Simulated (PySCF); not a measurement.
**Correlation energy of Ca⁺ (calcium, charge +1)**

Starting occupation: [Ar] 4s1, 4s1/2 with m_j = +1/2. Calculation: PySCF 2.14, in x2c-QZVPPall-2c; X2C-1e with screened-nucleus spin-orbit coupling, Gaussian nucleus. Frozen: [Ne]; 9 electrons correlated; the 8 highest virtual spinors left out.

MP2 pair energies summed by pair of shells (mhartree):

| pair | energy | share (%) |
| --- | --- | --- |
| 3p1/2-3p3/2 | -69.72 | 31.3 |
| 3p3/2-3p3/2 | -69.49 | 31.2 |
| 3p3/2-3s1/2 | -26.26 | 11.8 |
| 3p1/2-3p1/2 | -17.34 | 7.8 |
| 3p1/2-3s1/2 | -13.19 | 5.9 |
| 3p3/2-4s1/2 | -11.84 | 5.3 |
| 3s1/2-3s1/2 | -8.20 | 3.7 |
| 3p1/2-4s1/2 | -5.57 | 2.5 |
| 3s1/2-4s1/2 | -1.10 | 0.5 |

Total MP2 correlation energy: -222.70 mhartree.

This basis was not built for core-valence correlation, so the inner-shell part is incomplete.
